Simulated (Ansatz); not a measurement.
Cost and result for the atomization energy of `FC(F)(F)OC(F)(F)C(F)(F)F` (12 atoms, 11 bonds).

Cartesian coordinates in Å:
```
F 0.8374 -0.6729 1.8116
C 1.3433 -0.8449 0.5979
F 2.1150 0.1924 0.3165
F 2.0727 -1.9417 0.5983
O 0.3560 -1.0410 -0.3311
C -0.3780 -0.0241 -0.8974
F -1.2423 -0.6357 -1.6978
F 0.3896 0.7806 -1.6324
C -1.1925 0.8537 0.0978
F -0.3844 1.6095 0.8284
F -2.0050 1.6421 -0.5899
F -1.9119 0.0822 0.8982
```

Total charge 0; spin multiplicity 1. All single points use the PBE0-D4/def2-TZVP geometry. It is one conformer, not always the lowest. Program: Ansatz. All runs use 4 threads of an AMD EPYC 7R13 on a shared host and a share of an NVIDIA H100 80 GB. Times are those of one run each, without the atoms' runs, and a repeat can differ threefold. Electronic energies, without spin–orbit coupling; frozen cores. CCSD(T)/CBS adds CCSD(T) − MP2 in def2-TZVPP to the MP2 limit, and its time is that of the two runs behind it. T1 = 0.012. B3LYP takes the VWN-RPA correlation (the form of Gaussian; ORCA's B3LYP/G). HSE06 is the plane-wave form, built on full-range PBE exchange.

CCSD(T)/CBS is a level of theory with its own doubt, some kJ/mol a heavy atom from the limit and from the frozen cores, so smaller differences don't rank the functionals.

```
                             level  functions  atomization (kJ/mol)  difference from CCSD(T)/CBS  per bond
                  CCSD(T)/def2-SVP        168                4827.6                       -233.5     -21.2
 B3LYP-D4/def2-TZVPP (with forces)        372                5004.5                        -56.6      -5.1
            LDA (SPW92)/def2-TZVPP        372                6389.7                       1328.6     120.8
                 B2PLYP/def2-TZVPP        372                4987.2                        -73.9      -6.7
             r2SCANh-D4/def2-TZVPP        372                5048.5                        -12.6      -1.1
                 CCSD(T)/CBS(def2)          –                5061.1                          0.0       0.0
r2SCAN-D4/def2-TZVPP (with forces)        372                5138.0                         76.9       7.0
              revPBE-D4/def2-TZVPP        372                5118.3                         57.2       5.2
                BLYP-D4/def2-TZVPP        372                5099.9                         38.8       3.5
               HSE06-D4/def2-TZVPP        372                5123.4                         62.3       5.7
                CCSD(T)/def2-TZVPP        372                4904.2                       -156.9     -14.3
                    MP2/def2-QZVPP        684                5306.2                        245.1      22.3
               BHLYP-D4/def2-TZVPP        372                4673.3                       -387.8     -35.3
```

(1) Order the runs by time, with rough figures. (Best estimate.)

Results:

(1) The calculation gave: BHLYP-D4/def2-TZVPP 1.6 s; revPBE-D4/def2-TZVPP 1.7 s; HSE06-D4/def2-TZVPP 1.7 s; LDA (SPW92)/def2-TZVPP 1.7 s; BLYP-D4/def2-TZVPP 1.7 s; r2SCANh-D4/def2-TZVPP 1.8 s; r2SCAN-D4/def2-TZVPP (with forces) 2.1 s; CCSD(T)/def2-SVP 2.3 s; B2PLYP/def2-TZVPP 2.4 s; B3LYP-D4/def2-TZVPP (with forces) 2.5 s; MP2/def2-QZVPP 4.1 s; CCSD(T)/def2-TZVPP 21 s; CCSD(T)/CBS(def2) 25 s.

In def2-TZVPP, CCSD(T) changes the Hartree–Fock value by +1637.8 kJ/mol (the triples alone add +136.7 kJ/mol) and MP2 by +1947.1 kJ/mol; breaking electron pairs costs correlation energy, which Hartree–Fock lacks. From PBE to PBE0 (25 % exact exchange), in def2-TZVPP and without D4, the atomization energy moves by −258.4 kJ/mol: exact exchange takes away binding that semilocal exchange gives to molecules. Leaving LDA and LC-ωPBE aside and taking each functional with its dispersion term where it has one, the values, not all of them listed here, spread over 705.6 kJ/mol, from BHLYP-D4 to PBE-D4. LDA lies +1040.9 kJ/mol from PBE without D4, its usual overbinding.
